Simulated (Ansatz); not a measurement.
Consider the cleavage of the P–Si bond: `O[SiH](P)S` + `N=C(O)O` → `OC(O)=NP` + `O[SiH2]S`.

Isolated molecules relaxed with PBE0-D4/def2-TZVP in Ansatz; ΔE leaves out vibrations. CBS: MP2 limit from def2 TZ/QZ plus the TZ coupled-cluster correction, frozen cores. Functionals use def2-TZVPP. B3LYP here is the variant with VWN-RPA as its local correlation; programs differ in this. HSE06 is defined as in plane-wave codes. Each species was taken in one conformer, which may not be the lowest.

| level | ΔE (kcal/mol) | difference from CCSD(T)/CBS |
| --- | --- | --- |
| LDA (SPW92) | 7.8 | -1.0 |
| PBE-D4 | 9.7 | 0.9 |
| revPBE-D4 | 9.5 | 0.7 |
| r2SCAN-D4 | 8.9 | 0.1 |
| B97M-V | 9.7 | 0.9 |
| PBE0-D4 | 9.5 | 0.7 |
| r2SCANh-D4 | 8.9 | 0.1 |
| r2SCAN0-D4 | 8.8 | 0.0 |
| HSE06-D4 | 9.5 | 0.7 |
| BHLYP-D4 | 7.5 | -1.3 |
| CAM-B3LYP-D4 | 7.0 | -1.8 |
| ωB97X-V | 7.7 | -1.1 |
| ωB97M-V | 8.0 | -0.8 |
| B2PLYP | 7.4 | -1.4 |
| PBE-QIDH | 8.3 | -0.5 |
| PBE | 9.3 | 0.5 |
| revPBE | 9.8 | 1.0 |
| BLYP | 7.4 | -1.4 |
| r2SCAN | 8.8 | 0.0 |
| PBE0 | 9.1 | 0.3 |
| B3LYP | 7.3 | -1.5 |
| r2SCANh | 8.8 | 0.0 |
| r2SCAN0 | 8.7 | -0.1 |
| HSE06 | 9.1 | 0.3 |
| BHLYP | 6.5 | -2.3 |
| CAM-B3LYP | 6.5 | -2.3 |
| RPA@PBE/def2-TZVPP | 7.5 | -1.3 |
| HF/def2-SVP | 7.2 | -1.6 |
| CCSD/def2-SVP | 9.2 | 0.4 |
| CCSD(T)/def2-SVP | 9.0 | 0.2 |
| HF/def2-TZVPP | 5.4 | -3.4 |
| MP2/def2-TZVPP | 7.9 | -0.9 |
| SCS-MP2/def2-TZVPP | 7.0 | -1.8 |
| CCSD/def2-TZVPP | 8.4 | -0.4 |
| HF/def2-QZVPP | 5.0 | -3.8 |
| MP2/def2-QZVPP | 8.0 | -0.8 |
| SCS-MP2/def2-QZVPP | 7.1 | -1.7 |
| HF/CBS(def2) | 5.0 | -3.8 |
| MP2/CBS(def2) | 8.3 | -0.5 |
| CCSD/CBS(def2) | 8.8 | 0.0 |
| CCSD(T)/CBS | 8.8 | 0 |

Question: What do rigid-rotor, harmonic-oscillator terms from PBE0-D4/def2-TZVP frequencies (298.15 K, 1 bar) make of the CCSD(T)/CBS value? (Estimate.)

Answer: Computed: ΔZPE = -0.8 kcal/mol, ΔH = +7.6 kcal/mol, ΔS = -11 J/(mol·K), ΔG = +8.4 kcal/mol.

Largest T1 diagnostic among the species: 0.014.

Leaving LDA and LC-ωPBE aside and taking each functional with its dispersion term where it has one, the values spread over 2.7 kcal/mol, from CAM-B3LYP-D4 to B97M-V. LDA lies −1.5 kcal/mol from PBE without D4. In def2-TZVPP, CCSD(T) changes the Hartree–Fock value by +3.0 kcal/mol (the triples alone add +0.0 kcal/mol) and MP2 by +2.5 kcal/mol. From BLYP to BHLYP (50 % exact exchange), in def2-TZVPP and without D4, ΔE moves by −0.9 kcal/mol.
